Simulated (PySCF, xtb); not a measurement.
but-3-ene-1-selenol (C4H8Se), SMILES C=CCC[SeH].

GFN2-xTB (xtb) at its own geometry gives an orbital gap of 3.88 eV and a dipole moment of 2.30 D.

Coordinates come from a PBE-D3(BJ)/def2-SVP optimisation. The values are those of a single conformer.

Task: What does PySCF with PBE/def2-TZVP give? (Estimate from the structure and the level; the computed values follow.)

Result: gap 4.09 eV (levels -5.38 and -1.29 eV), dipole 1.25 D.
